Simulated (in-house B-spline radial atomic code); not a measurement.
Removing one electron from Ga3+

Closed shell [Ar] 3d10. Computed with a B-spline radial code for spherical atoms: Koopmans values of Dirac-Hartree-Fock plus a diagonal self-energy, in second order or with its direct term screened (direct RPA, with the hole-particle interaction, or full time-dependent Hartree-Fock), linearised in energy; no-pair Dirac-Coulomb Hamiltonian, finite nucleus. Shifts add to the Koopmans value (the ΔSCF shift is orbital relaxation alone); the final value takes TDHF screening with Breit and QED.

Command:
```bash
python run_mb.py task.json out
```
Settings (nuclear radius in fm, box in bohr, cutoff in hartree):
```
basis_form          2
Z                   31
core_configuration  [Ar] 3d10
rms_radius          3.9973
mass_number         69
speed_of_light      137.036
box_radius          13.958
lmax                7
intervals           64
virtual_cutoff      3844.0
```

Run time, properties included: 34 s on 1 thread of Arm Neoverse N1 (shared host).

Energies in eV:

```
subshell  Koopmans  ΔSCF shift  second order  direct RPA  hole-particle    TDHF  Breit + QED  final
   3d5/2     64.83      -4.080             ?           ?              ?       ?            ?      ?
   3d3/2     65.36      -4.151        -4.383      -1.085         -1.713  -1.816       -0.007  63.54
```

Problem. What does the self-energy do to 3d5/2?

Solution. It shifts the removal energy by -4.276 eV in second order, -1.043 with direct RPA, -1.662 with the hole-particle term and -1.761 with TDHF screening (quasi-particle weight 0.956); Breit and QED add 0.019 eV. The final value is 63.09 eV, against 63.241 ± 0.009 eV (NIST, measured).
